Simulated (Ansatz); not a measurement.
Steps of a relaxation of `F[Si](F)(Br)[O][InH2]` with RKS PBE0-D4/def2-TZVP.

```sh
$ ansatz run in.yaml --threads 2 --pin off --events-out ev --progress --plain --max-ram 32768MiB --backend cuda --devices 0, --max-vram 18GiB
```

```yaml
crystal:
  periodic: [false, false, false]
  atoms:
    - {symbol: F, position_ang: [-2.344190, -0.107930, 0.453930]}
    - {symbol: Si, position_ang: [-1.041400, -0.461290, -0.375320]}
    - {symbol: F, position_ang: [-0.143550, -1.159540, 0.817100]}
    - {symbol: Br, position_ang: [-1.469000, -1.985190, -1.827460]}
    - {symbol: O, position_ang: [-0.204460, 0.754940, -0.887500]}
    - {symbol: In, position_ang: [1.425670, 0.934600, 0.389710]}
    - {symbol: H, position_ang: [2.730820, 0.100310, -0.269340]}
    - {symbol: H, position_ang: [1.046100, 1.924100, 1.698880]}
basis:
  gaussian: {orbitals: def2-TZVP}
hamiltonian: {xc: pbe0, dispersion: d4}
relax: {f_tol: 0.005, max_steps: 150}
```

Positions (Å) and forces (eV/Å) along the path, 17 of 34 steps:

```xyz
8
step=1 energy=-90602.7921 eV
F    -2.344   -0.108    0.454   -0.080    0.039   -0.377
Si   -1.041   -0.461   -0.375   -0.227   -0.436    1.251
F    -0.144   -1.160    0.817   -0.033    0.270   -0.488
Br   -1.469   -1.985   -1.827   -0.203   -0.355   -0.381
O    -0.204    0.755   -0.887    0.340    0.375    0.020
In    1.426    0.935    0.390    0.101    0.013   -0.014
H     2.731    0.100   -0.269    0.167   -0.052   -0.119
H     1.046    1.924    1.699   -0.065    0.145    0.107
8
step=3 energy=-90602.8654 eV
F    -2.445   -0.126    0.360    0.165    0.027   -0.213
Si   -1.071   -0.490   -0.341   -0.088   -0.236    0.508
F    -0.220   -1.191    0.862   -0.142    0.070   -0.300
Br   -1.506   -2.008   -1.855    0.046    0.075    0.043
O    -0.184    0.727   -0.804    0.136    0.028    0.108
In    1.498    0.947    0.403   -0.076    0.061   -0.151
H     2.825    0.177   -0.336   -0.069    0.030    0.046
H     1.102    1.963    1.711    0.029   -0.054   -0.041
8
step=4 energy=-90602.8902 eV
F    -2.501   -0.121    0.290    0.131    0.066    0.021
Si   -1.090   -0.515   -0.301    0.062    0.031   -0.139
F    -0.296   -1.241    0.896   -0.112   -0.100    0.049
Br   -1.497   -2.000   -1.862    0.070    0.044    0.043
O    -0.165    0.690   -0.744   -0.097   -0.078    0.108
In    1.536    0.987    0.378   -0.092    0.025   -0.055
H     2.858    0.235   -0.371    0.022    0.000   -0.024
H     1.155    1.966    1.713    0.017    0.013   -0.003
8
step=5 energy=-90602.9081 eV
F    -2.519   -0.106    0.265    0.037    0.052    0.033
Si   -1.105   -0.537   -0.287    0.118   -0.115   -0.028
F    -0.375   -1.317    0.913   -0.129   -0.025    0.012
Br   -1.482   -1.993   -1.882    0.033    0.046    0.005
O    -0.153    0.658   -0.686   -0.044    0.004    0.034
In    1.562    1.015    0.376   -0.060    0.028   -0.041
H     2.873    0.271   -0.400    0.030   -0.001   -0.016
H     1.198    2.010    1.702    0.017    0.011    0.001
8
step=7 energy=-90602.9461 eV
F    -2.553   -0.080    0.183   -0.432    0.144    0.117
Si   -1.144   -0.628   -0.232    0.344   -0.161   -0.029
F    -0.673   -1.556    0.978    0.005    0.108   -0.121
Br   -1.450   -1.942   -1.964    0.040    0.034    0.003
O    -0.109    0.537   -0.489    0.120   -0.120    0.097
In    1.648    1.108    0.357   -0.066   -0.033   -0.050
H     2.944    0.399   -0.485   -0.019    0.025    0.005
H     1.338    2.163    1.652    0.008    0.004   -0.021
8
step=9 energy=-90602.9569 eV
F    -2.586   -0.065    0.168    0.036   -0.058   -0.045
Si   -1.166   -0.654   -0.204    0.112    0.250   -0.170
F    -0.771   -1.616    0.994    0.025   -0.033    0.072
Br   -1.398   -1.913   -1.991   -0.031    0.044    0.056
O    -0.086    0.485   -0.408   -0.201   -0.250    0.078
In    1.671    1.118    0.347    0.061    0.043    0.004
H     2.961    0.441   -0.527   -0.016    0.006    0.008
H     1.376    2.204    1.622    0.012   -0.002   -0.004
8
step=11 energy=-90602.9619 eV
F    -2.595   -0.072    0.138   -0.048    0.022    0.011
Si   -1.173   -0.670   -0.200    0.163    0.014    0.062
F    -0.824   -1.656    1.000   -0.027    0.072   -0.085
Br   -1.404   -1.901   -2.003    0.013    0.012   -0.001
O    -0.073    0.451   -0.353   -0.041   -0.099    0.051
In    1.690    1.141    0.349   -0.054   -0.021   -0.024
H     2.966    0.465   -0.544   -0.003    0.001   -0.004
H     1.412    2.243    1.612   -0.003   -0.002   -0.010
8
step=12 energy=-90602.9638 eV
F    -2.602   -0.068    0.129   -0.014    0.010   -0.002
Si   -1.181   -0.679   -0.189    0.137   -0.017    0.081
F    -0.865   -1.681    1.006   -0.036    0.068   -0.090
Br   -1.383   -1.884   -2.013   -0.002    0.002    0.001
O    -0.065    0.427   -0.311   -0.025   -0.046    0.040
In    1.702    1.145    0.347   -0.056   -0.009   -0.032
H     2.971    0.479   -0.564   -0.008   -0.002    0.005
H     1.422    2.262    1.596    0.005   -0.005   -0.002
8
step=14 energy=-90602.9667 eV
F    -2.608   -0.056    0.094    0.029   -0.012   -0.002
Si   -1.190   -0.708   -0.162    0.000    0.029   -0.024
F    -0.980   -1.756    1.010    0.003    0.008   -0.006
Br   -1.335   -1.848   -2.035    0.007    0.009    0.019
O    -0.043    0.367   -0.194   -0.019   -0.016    0.030
In    1.721    1.171    0.337   -0.017   -0.008   -0.012
H     2.963    0.512   -0.613    0.000   -0.006   -0.002
H     1.472    2.320    1.562   -0.004   -0.003   -0.002
8
step=15 energy=-90602.9673 eV
F    -2.610   -0.052    0.083    0.042   -0.021   -0.006
Si   -1.194   -0.717   -0.151   -0.025    0.001   -0.010
F    -1.021   -1.784    1.009    0.003    0.026   -0.021
Br   -1.310   -1.831   -2.043    0.004    0.010    0.021
O    -0.036    0.346   -0.147   -0.003    0.005    0.033
In    1.728    1.180    0.333   -0.016   -0.016   -0.012
H     2.957    0.517   -0.633   -0.006    0.001    0.004
H     1.486    2.341    1.548    0.000   -0.006   -0.009
8
step=17 energy=-90602.9643 eV rejected
F    -2.638   -0.076    0.036    0.087   -0.027   -0.017
Si   -1.212   -0.749   -0.099    0.267    0.003    0.133
F    -1.179   -1.900    1.002    0.006    0.235   -0.288
Br   -1.144   -1.714   -2.088   -0.005    0.059    0.196
O    -0.041    0.290    0.106   -0.138   -0.110    0.005
In    1.740    1.223    0.293   -0.169   -0.206    0.045
H     2.894    0.479   -0.709   -0.041    0.044   -0.011
H     1.581    2.448    1.459   -0.008    0.004   -0.062
8
step=19 energy=-90602.9706 eV
F    -2.632   -0.078    0.067    0.010   -0.004   -0.021
Si   -1.203   -0.725   -0.125    0.063   -0.047    0.002
F    -1.081   -1.843    0.991   -0.008    0.025   -0.011
Br   -1.204   -1.761   -2.067   -0.012    0.029    0.021
O    -0.054    0.341   -0.009   -0.061    0.010    0.034
In    1.734    1.186    0.330   -0.012    0.004   -0.053
H     2.900    0.466   -0.673    0.001    0.008    0.034
H     1.539    2.414    1.487    0.019   -0.023   -0.006
8
step=25 energy=-90603.0000 eV
F    -2.718   -0.265    0.014    0.215   -0.039   -0.006
Si   -1.197   -0.706   -0.042   -0.048    0.173    0.037
F    -1.078   -1.963    0.916    0.026    0.088   -0.043
Br   -0.810   -1.432   -2.092    0.008    0.038    0.078
O    -0.233    0.475    0.386   -0.183   -0.242   -0.055
In    1.659    1.164    0.278   -0.008   -0.020    0.023
H     2.625    0.166   -0.698   -0.007    0.006   -0.011
H     1.752    2.562    1.237   -0.004   -0.003   -0.023
8
step=29 energy=-90603.0056 eV
F    -2.685   -0.217   -0.054   -0.023    0.006   -0.001
Si   -1.188   -0.715   -0.006   -0.006   -0.053    0.004
F    -1.183   -1.999    0.919   -0.006    0.012   -0.001
Br   -0.665   -1.396   -2.038    0.003    0.008   -0.006
O    -0.218    0.406    0.528    0.050    0.034    0.001
In    1.636    1.160    0.257   -0.018   -0.013   -0.003
H     2.544    0.193   -0.803   -0.001    0.006    0.006
H     1.758    2.567    1.197    0.001    0.001    0.000
8
step=32 energy=-90603.0058 eV
F    -2.681   -0.208   -0.051    0.001   -0.001   -0.002
Si   -1.189   -0.720   -0.004   -0.004    0.002    0.007
F    -1.197   -2.005    0.917    0.000   -0.001   -0.002
Br   -0.668   -1.392   -2.040    0.000   -0.001   -0.003
O    -0.207    0.392    0.534    0.003    0.001    0.000
In    1.637    1.161    0.255   -0.002   -0.001    0.000
H     2.556    0.199   -0.800    0.001    0.000    0.000
H     1.749    2.573    1.189    0.000    0.001    0.000
8
step=33 energy=-90603.0058 eV rejected
F    -2.680   -0.205   -0.051    0.003    0.000   -0.002
Si   -1.189   -0.721   -0.003   -0.002   -0.001    0.003
F    -1.202   -2.007    0.916    0.001    0.000    0.000
Br   -0.668   -1.393   -2.039    0.000    0.001   -0.001
O    -0.204    0.388    0.536    0.000    0.000    0.000
In    1.638    1.161    0.255   -0.001    0.002   -0.004
H     2.557    0.202   -0.801    0.000   -0.001    0.002
H     1.747    2.575    1.187    0.000   -0.001    0.001
8
step=34 energy=-90603.0058 eV
F    -2.681   -0.207   -0.051    0.001    0.000    0.000
Si   -1.189   -0.720   -0.003   -0.001    0.000    0.002
F    -1.199   -2.006    0.917    0.000    0.000   -0.001
Br   -0.668   -1.392   -2.039    0.000    0.000    0.000
O    -0.206    0.390    0.535   -0.001   -0.001    0.000
In    1.637    1.161    0.254    0.001    0.000    0.001
H     2.556    0.201   -0.801    0.000    0.000    0.000
H     1.748    2.574    1.188    0.000    0.000    0.000
```

Run time 2 min (2 threads of an AMD EPYC 7R13 on a shared host and a share of an NVIDIA H100 80 GB); peak host memory 0.93 GiB.
